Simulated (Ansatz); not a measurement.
Basis-set extrapolation for `F[Si](F)(S)S` (PBE0-D4/def2-TZVP geometry, frozen core, Ansatz). Multiplicity 1, RHF reference.

|  | def2-TZVPP | def2-QZVPP |
| --- | --- | --- |
| HF | -1284.377215 | -1284.418790 |
| MP2 correlation | -0.963680 | -1.054688 |
| CCSD(T) correlation | -1.038128 | -1.127141 |

Energies in hartree. Use E(X) = E(∞) + A·exp(−7.88·√X) for Hartree–Fock and E(X) = E(∞) + B·X^(−2.97) for correlation, with X = 3 and 4.

What is the CCSD(T) energy at the basis-set limit?

HF limit: -1284.418790 + (-0.041575) × 0.13774 = -1284.42452. Correlation limit: -1.127141 + (-0.089013) × 0.74074 = -1.19308. Total: -1285.61760 hartree, 126.9 kcal/mol below CCSD(T)/def2-TZVPP.
